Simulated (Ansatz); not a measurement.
Isolated molecules relaxed with PBE0-D4/def2-TZVP in Ansatz; ΔE leaves out vibrations. CCSD(T)/CBS adds triple-zeta CCSD(T) − MP2 to the extrapolated MP2 energy (def2 sets, frozen cores). This one scheme is used for every species. Functionals use def2-TZVPP. Each species was taken in one conformer, which may not be the lowest.

`BN[SiH2]F` + `[CH3][AlH][O][SiH3]` → `B[O][AlH][CH3]` + `F[SiH2]N[SiH3]`  (redistribution)

`BN[SiH2]F`:

```xyz
9

B     1.269   -0.439   -0.782
N     0.401    0.491   -0.188
Si   -1.044    0.105    0.675
F    -2.328    0.329   -0.249
H     1.016   -1.605   -0.683
H     2.240   -0.056   -1.366
H     0.636    1.469   -0.288
H    -1.196    1.025    1.824
H    -0.994   -1.319    1.057
```

`[CH3][AlH][O][SiH3]`:

Cartesian coordinates in Å:
```
C -1.874 -0.407 1.096
Al -0.587 -1.073 -0.197
O 0.755 -0.133 -0.604
Si 1.921 0.972 -0.823
H -1.851 0.682 1.183
H -1.660 -0.816 2.090
H -2.894 -0.713 0.845
H -0.695 -2.482 -0.908
H 3.177 0.528 -0.160
H 1.522 2.285 -0.246
H 2.186 1.158 -2.275
```

`B[O][AlH][CH3]`:

```xyz
10

B     0.059    1.218    2.089
O    -0.290    0.704    0.912
Al   -0.735    0.050   -0.582
C     0.490   -1.153   -1.484
H    -0.225    0.633    3.104
H     0.658    2.264    2.129
H    -2.152    0.489   -1.126
H     1.419   -1.295   -0.928
H     0.745   -0.775   -2.480
H     0.031   -2.136   -1.634
```

`F[SiH2]N[SiH3]`:

```xyz
10

F    -0.461    0.515    2.462
Si   -0.115   -0.632    1.399
N     0.641   -0.021   -0.002
Si   -0.106    0.588   -1.443
H     0.808   -1.561    2.089
H    -1.402   -1.250    1.016
H     1.645    0.089    0.056
H     0.117    2.048   -1.611
H    -1.559    0.318   -1.316
H     0.432   -0.095   -2.649
```

```csv
level,ΔE (kcal/mol)
LDA (SPW92),9.7
PBE0-D4,10.2
r2SCANh-D4,10.7
CAM-B3LYP-D4,10.7
BLYP,10.3
r2SCAN,10.6
CCSD(T)/def2-SVP,9.1
CCSD/CBS(def2),11.0
```

(1) What does CCSD(T)/CBS give? (Best estimate.)

Largest T1 diagnostic among the species: 0.013.

Answers

(1) Ansatz gave: +10.9 kcal/mol. The listed levels differ from it by -1.2, -0.7, -0.2, -0.2, -0.6, -0.3, -1.8, 0.1 kcal/mol.

Leaving LDA and LC-ωPBE aside and taking each functional with its dispersion term where it has one, the values, not all of them listed here, spread over 1.4 kcal/mol, from revPBE-D4 to BHLYP-D4. From BLYP to BHLYP (50 % exact exchange), in def2-TZVPP and without D4, ΔE moves by +0.9 kcal/mol. At CCSD(T), def2-SVP lies −1.8 kcal/mol from the extrapolated value and def2-TZVPP +0.2 kcal/mol.
